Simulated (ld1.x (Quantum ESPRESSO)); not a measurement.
# magnesium (Mg), RRKJ: configuration errors across variants

magnesium, norm-conserving RRKJ (Kleinman–Bylander form), made with ld1.x (Quantum ESPRESSO) 7.5 (PBEsol, scalar-relativistic). Core [He], reference 2s2 2p6 3s2 3p0. Waves: 2s (bound): rc 0.80 bohr; 3d channel at 0.25 Ry: rc 0.60 bohr; 2p (bound): rc 0.75 bohr. Local part: the p channel. Core correction: none.

Occupied shells without a wave of their own: 3s. They enter only through the test configuration that unscreens the potential.

All-electron excitation energies from the reference (eV): (1) 2s2 2p6 3s1 3p0 7.920; (2) 2s2 2p6 3s0 3p0 22.737; (3) 2s2 2p6 3s1.5 3p0 3.129; (4) 2s2 2p6 3s0 3p1 12.230; (5) 2s1 2p6 3s2 3p0 91.198; (6) 2s2 2p6 3s0 3p2 7.126; (7) 2s2 2p5 3s2 3p0 58.455.

3 further variants failed, have other tests or too few solved ones, and are left out.

Errors AE − PS in meV (a dash: test not solved or not reliable):

| change | (1) | (2) | (3) | (4) | (5) | (6) | (7) | bound ghosts |
| --- | --- | --- | --- | --- | --- | --- | --- | --- |
| base | +6.2 | +17 | +2.6 | -3.3 | -29 | -10 | +7.2 | none |
| all radii scaled by about 0.97 (s 0.78, p 0.72, d 0.58 bohr) | +1.2 | +3.1 | +0.5 | -10.0 | -16 | -14 | +6.1 | none |
| all radii scaled by about 1.09 (s 0.86, p 0.82, d 0.66 bohr) | +13 | +36 | +5.6 | +3.5 | -56 | -8.4 | +16 | none |
| all radii scaled by about 1.17 (s 0.94, p 0.88, d 0.70 bohr) | +21 | +55 | +8.8 | +7.2 | -102 | -11 | +35 | none |
| all radii scaled by about 1.26 (s 1.00, p 0.94, d 0.76 bohr) | +44 | +119 | +19 | +40 | -159 | +7.2 | +44 | none |
| all radii scaled by about 1.32 (s 1.06, p 0.98, d 0.80 bohr) | +59 | +158 | +25 | +55 | -216 | +12 | +62 | none |

(1) Give the same row for: all radii scaled by about 1.40 (s 1.12, p 1.06, d 0.84 bohr).

Results:

(1) +107, +289, +46, +128, -302, +56, +76; bound ghosts: none.
